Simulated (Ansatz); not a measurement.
Consider the formal hydrolysis of the Si–C bond: `C=C(F)[SiH2][AlH2]` + H₂O → `O[SiH2][AlH2]` + `C=CF`.

Program: Ansatz. Geometries: PBE0-D4/def2-TZVP. ΔE: electronic, gas phase. CCSD(T)/CBS is the MP2 limit (def2-TZVPP, def2-QZVPP) plus CCSD(T) − MP2 in def2-TZVPP, frozen cores. This one scheme is used for every species. DFT in def2-TZVPP. One conformer a species, not always the lowest.

(1) Is it downhill or uphill in electronic energy at CCSD(T)/CBS, and by how much? (An estimate is asked.)

(2) What do these levels give: PBE-D4, ωB97M-V, B2PLYP, MP2/def2-TZVPP, CCSD/def2-TZVPP, CCSD(T)/def2-TZVPP? (Best estimate.)

Largest T1 diagnostic among the species: 0.013.

Results:

(1) The calculation gave: Downhill: ΔE = -0.78 eV.

(2) Ansatz gave: PBE-D4 -0.70, ωB97M-V -0.82, B2PLYP -0.88, MP2/def2-TZVPP -0.81, CCSD/def2-TZVPP -0.85, CCSD(T)/def2-TZVPP -0.81 eV.

The D4 term adds +0.09 eV with B3LYP and +0.05 eV with PBE0; it sums over pairs of atoms, weighted by their polarisabilities, and B3LYP, whose exchange is more repulsive, gets the larger term. In def2-TZVPP, CCSD(T) changes the Hartree–Fock value by +0.27 eV (the triples alone add +0.05 eV) and MP2 by +0.26 eV. From PBE to PBE0 (25 % exact exchange), in def2-TZVPP and without D4, ΔE moves by −0.04 eV.

B3LYP here is the variant with VWN-RPA as its local correlation; programs differ in this.
